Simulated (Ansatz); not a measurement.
Correlation energies of H₄MgO₂Si, SMILES `[OH][Mg][O][SiH3]` by basis set

```xyz
8

O    -2.4335   -1.7364    1.4662
Mg   -1.1587   -0.8258    0.6747
O     0.1643    0.1162   -0.0753
Si    1.3545    0.9637   -0.7540
H    -3.1970   -2.2685    1.6404
H     2.1717    0.1164   -1.6721
H     0.8221    2.1057   -1.5548
H     2.2766    1.5287    0.2750
```

Total charge 0; spin multiplicity 1. Correlated methods include outer-core shells of Mg, which these sets cover unevenly. The geometry is a stationary point of PBE0-D4/def2-TZVP. It is one conformer, not always the lowest. Frozen core, restricted reference, the Gaussian-basis code of Ansatz. CBS rows extrapolate triple and quadruple zeta; past MP2 they add the triple-zeta difference. For Mg the program correlates outer-core shells too, which these sets cover unevenly, so the extrapolated numbers aren't a true limit.

```
     basis     HF (Eh)  MP2 corr.
  def2-SVP  -640.44948   -0.51262
def2-TZVPP  -640.81759   -0.80919
def2-QZVPP  -640.84502   -0.90058
```

Problem. Estimate the CCSD correlation energy and the (T) correction in each basis where they were run (hartree).

Solution. 
| basis | CCSD corr. | (T) |
| --- | --- | --- |
| def2-SVP | -0.54003 | -0.01059 |
| def2-TZVPP | -0.83501 | -0.02310 |
| CBS(def2) | -0.99409 | as TZ |
